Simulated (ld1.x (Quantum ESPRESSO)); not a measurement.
## What one change does to a pseudopotential (Sc, TM)

Sc (Z = 21), norm-conserving Troullier–Martins (Kleinman–Bylander form), made with ld1.x (Quantum ESPRESSO) 7.5 (PBE, scalar-relativistic). Core [Ar], reference 3d1 4s0 4p0 (charge +2). Waves: 4p (bound, empty): rc 3.15 bohr; 3d (bound): rc 2.90 bohr; 4s (bound, empty): rc 2.20 bohr. Local part: the s channel. Core correction: a·sin(br)/r model core inside 1.75 bohr.

Change: wave 4s (bound): rc 2.20 bohr becomes 4s (bound): rc 3.36 bohr.

Cutoffs: the cutoffs (Ry, on a coarse ladder) from which the occupation-weighted sum of valence levels, in a spherical-Bessel basis at the reference potential, stays within 10 and 1 mRy of its value at 400 Ry; they do not see the model core or the augmentation charge, which bear on the density cutoff. Errors are all-electron minus pseudo energies relative to the spin-unpolarised reference configuration.

**Question.** How do hardness, ghosts and transferability respond?

**Answer.** The potential gets neither clearly harder nor softer (30 Ry and 35 Ry → 30 Ry and 35 Ry); of the 7 tests that both files solve, the error grows in 4 and shrinks in 1 by more than 15 % and 0.3 meV (median size 9.2 → 16.1 meV); neither file shows a bound ghost.

```tsv
quantity	base	changed
cutoff, loose	30 Ry	30 Ry
cutoff, tight	35 Ry	35 Ry
bound ghosts	none	none
error for 3d1 4s2 4p0, meV [ΔE -19.66 eV]	-5.0	-16
error for 3d1 4s1 4p0, meV [ΔE -12.77 eV]	-8.9	-13
error for 3d1 4s1.5 4p0, meV [ΔE -16.91 eV]	-9.2	-17
error for 3d2 4s1 4p0, meV [ΔE -18.00 eV]	-118	-132
error for 3d1 4s1 4p1, meV [ΔE -16.89 eV]	-1.6	-2.7
error for 3d0 4s2 4p1, meV [ΔE -16.20 eV]	+36	-9.1
error for 3d2 4s0 4p0, meV [ΔE -12.09 eV]	-142	-151
```
